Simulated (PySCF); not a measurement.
## A series of related molecules

Level of theory: TDA wB97X-D/aug-cc-pVDZ excited states, vertical, gas phase (PySCF). Geometry: PBE0-D3(BJ)/def2-SVP.

Each molecule in one low-energy conformer.

Question: Order by vertical S1–T1 gap, lowest first.
A. O=C(O)c1ccccc1F
B. CSc1ccccc1C(=O)O
C. O=C(O)c1ccccc1S

Answer: B (0.44 eV), C (0.96 eV), A (1.16 eV).

All values:
| molecule | change | S1 (eV) | S1 from | f(S1) | T1 (eV) | T1 from | S1 − T1 (eV) | S0–T1 spin-orbit coupling (cm⁻¹) | S1–T1 spin-orbit coupling (cm⁻¹) |
| --- | --- | --- | --- | --- | --- | --- | --- | --- | --- |
| O=C(O)c1ccccc1S | H on C replaced by SH | 4.46 | HOMO→LUMO | 0.116 | 3.50 | HOMO→LUMO | 0.96 | 0.98 | 0.18 |
| O=C(O)c1ccccc1F | H on C replaced by F | 5.10 | HOMO→LUMO | 0.044 | 3.94 | HOMO−1→LUMO | 1.16 | 0.18 | 0.08 |
| CSc1ccccc1C(=O)O | H on C replaced by SCH3 | 4.03 | HOMO→LUMO | 0.036 | 3.60 | HOMO→LUMO | 0.44 | 28.89 | 16.19 |
